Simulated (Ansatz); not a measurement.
Coupled-cluster run, `C#C[SiH2]C(=O)O`.

```yaml
crystal:
  periodic: [false, false, false]
  atoms:
    - {symbol: C, position_ang: [0.655148, -2.470328, -0.794577]}
    - {symbol: C, position_ang: [0.214887, -1.569699, -0.124926]}
    - {symbol: Si, position_ang: [-0.447354, -0.209716, 0.879975]}
    - {symbol: C, position_ang: [-0.164758, 1.509530, 0.071906]}
    - {symbol: O, position_ang: [-0.547057, 2.512657, 0.614580]}
    - {symbol: O, position_ang: [0.470852, 1.515102, -1.107263]}
    - {symbol: H, position_ang: [1.045648, -3.264997, -1.388543]}
    - {symbol: H, position_ang: [-1.910984, -0.353094, 1.044400]}
    - {symbol: H, position_ang: [0.226770, -0.163203, 2.196491]}
    - {symbol: H, position_ang: [0.540147, 2.442347, -1.389143]}
basis:
  gaussian: {orbitals: def2-SVP}
correlation: {method: ccsd_t}
```

```sh
$ ansatz run in.yaml --threads 4 --pin off --events-out ev --progress --plain --max-ram 10444MiB
```

Output of Ansatz, abridged:

```
Functional definition: HF
1066 factors; integrals over basis functions are off by at most 1.3e-3 eV
mean field evaluation 1: about -15077.2141 eV, gradient 4.4e1 eV
mean field evaluation 2: about -15077.2242 eV, gradient 4.4e1 eV
mean field evaluation 4: about -15081.7606 eV, gradient 4.9e0 eV
mean field evaluation 8: about -15081.8476 eV, gradient 5.2e-1 eV
mean field -15081.84971933 eV, -554.2477543406 hartree, gradient 2.1e-6 eV, S^2 0.000000; 0 other end points of the search recorded, 0 dependent functions left out
10 core orbitals not correlated: weight in the atoms' cores, before any rotation towards them, 1.000 or more for the frozen orbitals, at most 0.000 for the correlated occupied ones
reference -15081.84971933 eV, -554.2477543406 hartree; 16, 16 occupied and 82, 82 virtual orbitals, 1066 factors
second order -22.62941715 eV of doubles, -0.00000000 eV of singles
cycle   1  -22.69483964 eV  change   -6.5e-2 eV  update   1.3e-1
cycle   2  -23.40652877 eV  change   -7.1e-1 eV  update   4.2e-2
cycle   3  -23.60254557 eV  change   -2.0e-1 eV  update   2.3e-2
cycle   4  -23.60164109 eV  change    9.0e-4 eV  update   6.4e-3
cycle   5  -23.60177168 eV  change   -1.3e-4 eV  update   2.9e-3
cycle   6  -23.60296354 eV  change   -1.2e-3 eV  update   8.8e-4
cycle   7  -23.60296080 eV  change    2.7e-6 eV  update   3.3e-4
cycle   8  -23.60287639 eV  change    8.4e-5 eV  update   1.2e-4
cycle   9  -23.60288865 eV  change   -1.2e-5 eV  update   5.4e-5
cycle  10  -23.60291318 eV  change   -2.5e-5 eV  update   2.1e-5
perturbative correction -0.85075380 eV, -0.0312646253 hartree
Total energy: -15106.30338631 eV, -555.1464100265 hartree
```

Hardware: 4 threads of an Oxide Virtual Turin-like on a shared host. Wall time 4.5 s, peak host memory 0.53 GiB.

The correlation energy is -24.454 eV, 3.5 % of it from (T); the T1 diagnostic reads 0.0165.
